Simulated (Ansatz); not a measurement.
Born–Oppenheimer molecular dynamics of C₂H₉BO (13 atoms, charge 0, multiplicity 1). It starts at the highest image of a converged band. Of that band: Neighbouring images differ by up to 1.6 eV, so the band resolves the path poorly. A vibrational analysis at the climbing image gives one clearly imaginary mode, 1207i cm⁻¹: a first-order saddle point.

Computed with RKS PBE/6-31G* in Ansatz 0.2.0.

```json
{
 "ensemble": "NVE (velocity Verlet)",
 "time step": "0.5 fs",
 "steps asked": "200",
 "starting velocities drawn for": "100 K",
 "seed": "2399"
}
```

First frame:

```xyz
13
Properties=species:S:1:pos:R:3
B 0.011 -0.284 0.147
C -0.076 -0.083 1.923
H -0.941 -0.468 2.492
H 0.839 -0.145 2.537
H -0.265 0.993 1.763
H 0.956 0.358 -0.242
H -1.091 -0.049 -0.291
O 0.356 -1.837 0.097
C -0.744 -2.684 -0.266
H -0.428 -3.731 -0.129
H -1.640 -2.486 0.353
H -1.006 -2.511 -1.323
H 0.182 -1.250 1.202
```

Task: How far do the bonds stretch over the last three quarters of this one trajectory? (Pairs bonded in most of those frames.)

Result: 
```json
{"bond": "B1–H6", "mean (Å)": "1.212", "spread (Å)": "0.030", "shortest": "1.16", "longest": "1.26"}
{"bond": "B1–H7", "mean (Å)": "1.215", "spread (Å)": "0.017", "shortest": "1.19", "longest": "1.24"}
{"bond": "B1–O8", "mean (Å)": "1.362", "spread (Å)": "0.033", "shortest": "1.30", "longest": "1.47"}
{"bond": "C2–H3", "mean (Å)": "1.102", "spread (Å)": "0.010", "shortest": "1.08", "longest": "1.12"}
{"bond": "C2–H4", "mean (Å)": "1.104", "spread (Å)": "0.018", "shortest": "1.07", "longest": "1.14"}
{"bond": "C2–H5", "mean (Å)": "1.104", "spread (Å)": "0.012", "shortest": "1.08", "longest": "1.13"}
{"bond": "C2–H13", "mean (Å)": "1.105", "spread (Å)": "0.035", "shortest": "1.05", "longest": "1.16"}
{"bond": "O8–C9", "mean (Å)": "1.441", "spread (Å)": "0.035", "shortest": "1.38", "longest": "1.50"}
{"bond": "C9–H10", "mean (Å)": "1.102", "spread (Å)": "0.010", "shortest": "1.09", "longest": "1.12"}
{"bond": "C9–H11", "mean (Å)": "1.105", "spread (Å)": "0.005", "shortest": "1.10", "longest": "1.12"}
{"bond": "C9–H12", "mean (Å)": "1.105", "spread (Å)": "0.012", "shortest": "1.09", "longest": "1.12"}
```

Mean temperature of the second half: 1389 K. The conserved energy stayed within 0.076 meV per atom of its start (net change 0.043 meV per atom), so the integration is sound. The kinetic energy rose, since the run started high on the potential surface and went downhill. It ends in pieces (CH4 + CH5BO), so much of that is their flight and rotation, not heat. A run of 0.1 ps of so small a system gives no equilibrium averages. The orbitals stay closed-shell, which can raise the energy where a bond breaks towards radicals; this wasn't checked here.

Time of the run: 8.2 min on 1 thread of Arm Neoverse V1, on a shared host, peak memory 0.13 GiB.
